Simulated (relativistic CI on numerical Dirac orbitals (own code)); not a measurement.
# Ni+ in a cubic cluster: 2p photoemission with charge transfer

Computed with a charge-transfer multiplet model of a cubic metal-ligand cluster with up to one ligand hole, Slater and spin-orbit integrals from Dirac-Coulomb-Breit ions, Slater integrals scaled by 0.8. The ground state mixes d9 with configurations of k ligand holes L, whose averages lie at kΔ + k(k − 1)U_dd/2; a core hole lowers each added d electron by U_cd. 20 K, Lorentzian 0.6 eV and Gaussian 0.8 eV FWHM.

Atomic integrals in eV (Slater integrals scaled, ζ unscaled), ground: F2dd 9.736, F4dd 6.042, zeta_d 0.072; with the core hole: F2dd 9.736, F4dd 6.042, zeta_d 0.103, zeta_core 11.413, F2cd 6.198, G1cd 4.674, G3cd 2.657.

Cluster parameters (eV): Δ = 6.2, U_dd = 6, U_cd = 6.8, 10Dq = 0.9, 10Dq(ligand) = 1.3, final-state hopping factor = 0.9.

```json
{"Case": "V(eg) = 1.7 eV, V(t2g) = -0.93 eV", "n_d": "9.07", "d9": "0.93", "d10L": "0.07", "S": "0.50"}
{"Case": "V(eg) = 2.6 eV, V(t2g) = -1.42 eV", "n_d": "9.12", "d9": "0.88", "d10L": "0.12", "S": "0.50"}
{"Case": "V(eg) = 2.9 eV, V(t2g) = -1.58 eV", "n_d": "9.14", "d9": "0.86", "d10L": "0.14", "S": "0.50"}
{"Case": "V(eg) = 3.2 eV, V(t2g) = -1.75 eV", "n_d": "9.16", "d9": "0.84", "d10L": "0.16", "S": "0.50"}
{"Case": "V(eg) = 3.5 eV, V(t2g) = -1.91 eV", "n_d": "9.18", "d9": "0.82", "d10L": "0.18", "S": "0.50"}
```

Weights, n_d and S are thermal averages at 20 K. Binding energies count from the first peak over 30 % of the highest in each spectrum, which can be another peak from case to case. The parameters are a model scan and need not match a compound or its usual spin state. Peaks in eV (height, largest 100):
- V(eg) = 1.7 eV, V(t2g) = -0.93 eV: 0.0 (100), 3.1 (32), 4.4 (30), 17.3 (47), 20.8 (26)
- V(eg) = 2.6 eV, V(t2g) = -1.42 eV: 0.0 (100), 4.9 (19), 5.8 (20), 17.3 (49), 22.3 (16)
- V(eg) = 2.9 eV, V(t2g) = -1.58 eV: 0.0 (100), 6.2 (17), 17.3 (50), 22.8 (13)
- V(eg) = 3.2 eV, V(t2g) = -1.75 eV: 0.0 (100), 6.6 (15), 17.3 (50), 23.3 (11)
- V(eg) = 3.5 eV, V(t2g) = -1.91 eV: 0.0 (100), 7.0 (14), 17.4 (50), 23.9 (10)

For the case V(eg) = 2.6 eV, V(t2g) = -1.42 eV, Δ = 6.2 eV is larger than U_dd = 6 eV, the Mott-Hubbard side of the Zaanen-Sawatzky-Allen scheme. With the core hole the average of the configuration with one ligand hole lies at Δ − U_cd = -0.6 eV before mixing: the effective hopping of about 2.2 eV (from the holes of the mixed ground state) is comparable with this gap or larger, so the configurations mix strongly.
